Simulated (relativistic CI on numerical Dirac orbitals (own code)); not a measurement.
# Co³⁺ in a cubic cluster: L2,3 absorption with charge transfer

Computed with a charge-transfer multiplet model of a cubic metal-ligand cluster with up to 2 ligand holes, Slater and spin-orbit integrals from Dirac-Coulomb-Breit ions, Slater integrals scaled by 0.8. The ground state mixes d6 with configurations of k ligand holes L, whose averages lie at kΔ + k(k − 1)U_dd/2; a core hole lowers each added d electron by U_cd. 300 K, Lorentzian 0.4 eV and Gaussian 0.3 eV FWHM.

Atomic integrals in eV (Slater integrals scaled, ζ unscaled), ground: F2dd 10.085, F4dd 6.299, zeta_d 0.071; with the core hole: F2dd 10.695, F4dd 6.685, zeta_d 0.093, zeta_core 9.664, F2cd 6.345, G1cd 4.816, G3cd 2.738.

Cluster parameters (eV): U_dd = 7.3, U_cd = 9.5, 10Dq = 1.65, 10Dq(ligand) = 1, V(eg) = 2, V(t2g) = -1.1, final-state hopping factor = 0.9.

Weights, n_d and S are thermal averages at 300 K. Photon energies count from the first peak over 30 % of the highest in each spectrum, which can be another peak from case to case. The parameters are a model scan and need not match a compound or its usual spin state. Peaks in eV (height, largest 100): -1.9 (8), 0.0 (100), 2.1 (32), 3.1 (15), 14.2 (49), 15.6 (19).

(1) Which parameters give this spectrum?
A. Δ = 5.5 eV
B. Δ = 3.5 eV
C. Δ = 1.5 eV
D. Δ = 4.5 eV
E. Δ = 2.5 eV

Answers

(1) D. Δ = 4.5 eV; the ground state then has 6.33 d electrons and S = 0.09. The choice follows from running the model for each set and comparing peak positions and heights.
